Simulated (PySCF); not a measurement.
C7H12Si2, SMILES C[SiH2][SiH2]c1ccccc1, GFN2-xTB optimised geometry.

```
21

C     -1.28    -1.03    -3.42
Si    -1.84    -2.49    -2.33
Si    -1.47    -1.98    -0.10
C     -0.49    -0.36     0.00
C     -1.14     0.87     0.00
C     -0.43     2.05    -0.01
C      0.95     2.03     0.00
C      1.62     0.82     0.00
C      0.90    -0.36     0.00
H     -0.23    -0.80    -3.26
H     -1.85    -0.13    -3.20
H     -1.41    -1.24    -4.48
H     -3.25    -2.76    -2.63
H     -1.10    -3.68    -2.78
H     -2.70    -1.78     0.68
H     -0.69    -3.00     0.62
H     -2.22     0.89     0.00
H     -0.96     3.00    -0.01
H      1.51     2.96    -0.01
H      2.70     0.80     0.00
H      1.43    -1.31     0.00
```

Density from CAM-B3LYP/def2-SVP run with PySCF at that geometry.

Minimum of the electron density along straight lines between bonded atoms, close to the bond critical point (lines longer than 1.1 times the sum of covalent radii, or with two minima, are not listed):

```json
[
 {"bond": "C1–Si2", "length / Å": "1.902", "ρ at the minimum / e bohr⁻³": "0.111", "∇²ρ there / e bohr⁻⁵": "0.31", "position (fraction from the first atom)": "0.62"},
 {"bond": "Si3–C4", "length / Å": "1.890", "ρ at the minimum / e bohr⁻³": "0.113", "∇²ρ there / e bohr⁻⁵": "0.34", "position (fraction from the first atom)": "0.38"},
 {"bond": "C4–C5", "length / Å": "1.391", "ρ at the minimum / e bohr⁻³": "0.309", "∇²ρ there / e bohr⁻⁵": "-0.78", "position (fraction from the first atom)": "0.50"},
 {"bond": "C5–C6", "length / Å": "1.383", "ρ at the minimum / e bohr⁻³": "0.316", "∇²ρ there / e bohr⁻⁵": "-0.83", "position (fraction from the first atom)": "0.50"},
 {"bond": "C6–C7", "length / Å": "1.385", "ρ at the minimum / e bohr⁻³": "0.315", "∇²ρ there / e bohr⁻⁵": "-0.82", "position (fraction from the first atom)": "0.50"},
 {"bond": "C7–C8", "length / Å": "1.385", "ρ at the minimum / e bohr⁻³": "0.315", "∇²ρ there / e bohr⁻⁵": "-0.82", "position (fraction from the first atom)": "0.50"},
 {"bond": "C4–C9", "length / Å": "1.391", "ρ at the minimum / e bohr⁻³": "0.309", "∇²ρ there / e bohr⁻⁵": "-0.78", "position (fraction from the first atom)": "0.50"},
 {"bond": "C8–C9", "length / Å": "1.383", "ρ at the minimum / e bohr⁻³": "0.316", "∇²ρ there / e bohr⁻⁵": "-0.83", "position (fraction from the first atom)": "0.50"},
 {"bond": "C1–H10", "length / Å": "1.087", "ρ at the minimum / e bohr⁻³": "0.272", "∇²ρ there / e bohr⁻⁵": "-0.99", "position (fraction from the first atom)": "0.63"},
 {"bond": "C1–H11", "length / Å": "1.087", "ρ at the minimum / e bohr⁻³": "0.272", "∇²ρ there / e bohr⁻⁵": "-0.99", "position (fraction from the first atom)": "0.63"},
 {"bond": "C1–H12", "length / Å": "1.086", "ρ at the minimum / e bohr⁻³": "0.272", "∇²ρ there / e bohr⁻⁵": "-0.99", "position (fraction from the first atom)": "0.63"},
 {"bond": "Si2–H13", "length / Å": "1.471", "ρ at the minimum / e bohr⁻³": "0.115", "∇²ρ there / e bohr⁻⁵": "0.33", "position (fraction from the first atom)": "0.49"},
 {"bond": "Si2–H14", "length / Å": "1.471", "ρ at the minimum / e bohr⁻³": "0.115", "∇²ρ there / e bohr⁻⁵": "0.33", "position (fraction from the first atom)": "0.49"},
 {"bond": "Si3–H15", "length / Å": "1.471", "ρ at the minimum / e bohr⁻³": "0.115", "∇²ρ there / e bohr⁻⁵": "0.33", "position (fraction from the first atom)": "0.49"},
 {"bond": "Si3–H16", "length / Å": "1.471", "ρ at the minimum / e bohr⁻³": "0.115", "∇²ρ there / e bohr⁻⁵": "0.33", "position (fraction from the first atom)": "0.49"},
 {"bond": "C5–H17", "length / Å": "1.082", "ρ at the minimum / e bohr⁻³": "0.284", "∇²ρ there / e bohr⁻⁵": "-1.08", "position (fraction from the first atom)": "0.63"},
 {"bond": "C6–H18", "length / Å": "1.081", "ρ at the minimum / e bohr⁻³": "0.283", "∇²ρ there / e bohr⁻⁵": "-1.09", "position (fraction from the first atom)": "0.63"},
 {"bond": "C7–H19", "length / Å": "1.080", "ρ at the minimum / e bohr⁻³": "0.284", "∇²ρ there / e bohr⁻⁵": "-1.09", "position (fraction from the first atom)": "0.63"},
 {"bond": "C8–H20", "length / Å": "1.081", "ρ at the minimum / e bohr⁻³": "0.283", "∇²ρ there / e bohr⁻⁵": "-1.09", "position (fraction from the first atom)": "0.63"},
 {"bond": "C9–H21", "length / Å": "1.082", "ρ at the minimum / e bohr⁻³": "0.284", "∇²ρ there / e bohr⁻⁵": "-1.09", "position (fraction from the first atom)": "0.63"}
]
```
